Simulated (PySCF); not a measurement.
# Au³⁺ (gold, charge +3): r2SCAN calculation

Configuration: [Xe] 4f14 5d8, high-spin 3F determinant. All numbers are calculated (PySCF 2.14, scalar relativity by spin-free X2C-1e, in x2c-TZVPPall (11s7p7d3f1g, 97 functions)).

- Total energy: -19012.28 hartree
- One-electron energy: -25958.72 hartree
- Hartree (Coulomb) energy: 7315.15 hartree
- Exchange-correlation energy: -368.71 hartree
- ⟨S²⟩: 2.0011
- ⟨L²⟩: 12.014
- Sum of ⟨r⟩: 38.33 bohr
- Sum of ⟨r²⟩: 37.44 bohr²
- Langevin diamagnetic susceptibility: -29.7 ×10⁻⁶ cm³/mol
- Time after the integrals: about 15 core-seconds

```json
{"shell": "1s β", "electrons": "1", "mean orbital energy (hartree)": "-2962.05100", "spread (hartree)": "0", "rms radius, mean of both spins (bohr)": "0.0190"}
{"shell": "1s α", "electrons": "1", "mean orbital energy (hartree)": "-2962.05075", "spread (hartree)": "0", "rms radius, mean of both spins (bohr)": "0.0190"}
{"shell": "2s α", "electrons": "1", "mean orbital energy (hartree)": "-524.71649", "spread (hartree)": "0", "rms radius, mean of both spins (bohr)": "0.0769"}
{"shell": "2s β", "electrons": "1", "mean orbital energy (hartree)": "-524.70725", "spread (hartree)": "0", "rms radius, mean of both spins (bohr)": "0.0769"}
{"shell": "2p α", "electrons": "3", "mean orbital energy (hartree)": "-455.74703", "spread (hartree)": "0", "rms radius, mean of both spins (bohr)": "0.0705"}
{"shell": "2p β", "electrons": "3", "mean orbital energy (hartree)": "-455.73981", "spread (hartree)": "0", "rms radius, mean of both spins (bohr)": "0.0705"}
{"shell": "3s α", "electrons": "1", "mean orbital energy (hartree)": "-125.34165", "spread (hartree)": "0", "rms radius, mean of both spins (bohr)": "0.196"}
{"shell": "3s β", "electrons": "1", "mean orbital energy (hartree)": "-125.34053", "spread (hartree)": "0", "rms radius, mean of both spins (bohr)": "0.196"}
{"shell": "3p α", "electrons": "3", "mean orbital energy (hartree)": "-105.14275", "spread (hartree)": "0", "rms radius, mean of both spins (bohr)": "0.199"}
{"shell": "3p β", "electrons": "3", "mean orbital energy (hartree)": "-105.14090", "spread (hartree)": "0", "rms radius, mean of both spins (bohr)": "0.199"}
{"shell": "3d α", "electrons": "5", "mean orbital energy (hartree)": "-82.58970", "spread (hartree)": "0.00495", "rms radius, mean of both spins (bohr)": "0.181"}
{"shell": "3d β", "electrons": "5", "mean orbital energy (hartree)": "-82.58423", "spread (hartree)": "0.00427", "rms radius, mean of both spins (bohr)": "0.181"}
{"shell": "4s α", "electrons": "1", "mean orbital energy (hartree)": "-28.50761", "spread (hartree)": "0", "rms radius, mean of both spins (bohr)": "0.432"}
{"shell": "4s β", "electrons": "1", "mean orbital energy (hartree)": "-28.50002", "spread (hartree)": "0", "rms radius, mean of both spins (bohr)": "0.432"}
{"shell": "4p α", "electrons": "3", "mean orbital energy (hartree)": "-21.81251", "spread (hartree)": "0", "rms radius, mean of both spins (bohr)": "0.461"}
{"shell": "4p β", "electrons": "3", "mean orbital energy (hartree)": "-21.80587", "spread (hartree)": "0", "rms radius, mean of both spins (bohr)": "0.461"}
{"shell": "4d α", "electrons": "5", "mean orbital energy (hartree)": "-13.48725", "spread (hartree)": "0.01242", "rms radius, mean of both spins (bohr)": "0.493"}
{"shell": "4d β", "electrons": "5", "mean orbital energy (hartree)": "-13.47931", "spread (hartree)": "0.00211", "rms radius, mean of both spins (bohr)": "0.493"}
{"shell": "5s α", "electrons": "1", "mean orbital energy (hartree)": "-5.40520", "spread (hartree)": "0", "rms radius, mean of both spins (bohr)": "0.983"}
{"shell": "5s β", "electrons": "1", "mean orbital energy (hartree)": "-5.34610", "spread (hartree)": "0", "rms radius, mean of both spins (bohr)": "0.983"}
{"shell": "4f α", "electrons": "7", "mean orbital energy (hartree)": "-4.37685", "spread (hartree)": "0.01720", "rms radius, mean of both spins (bohr)": "0.549"}
{"shell": "4f β", "electrons": "7", "mean orbital energy (hartree)": "-4.36543", "spread (hartree)": "0.00086", "rms radius, mean of both spins (bohr)": "0.549"}
{"shell": "5p α", "electrons": "3", "mean orbital energy (hartree)": "-3.61659", "spread (hartree)": "0", "rms radius, mean of both spins (bohr)": "1.13"}
{"shell": "5p β", "electrons": "3", "mean orbital energy (hartree)": "-3.54457", "spread (hartree)": "0", "rms radius, mean of both spins (bohr)": "1.13"}
{"shell": "5d α", "electrons": "5", "mean orbital energy (hartree)": "-1.52978", "spread (hartree)": "0.04444", "rms radius, mean of both spins (bohr)": "1.54"}
{"shell": "5d β", "electrons": "3", "mean orbital energy (hartree)": "-1.48244", "spread (hartree)": "0", "rms radius, mean of both spins (bohr)": "1.54"}
```

Spin-orbit coupling, absent here, splits the open shell strongly.

Densities and radii are taken from the X2C orbitals without a picture-change correction, which distorts them close to the nucleus.
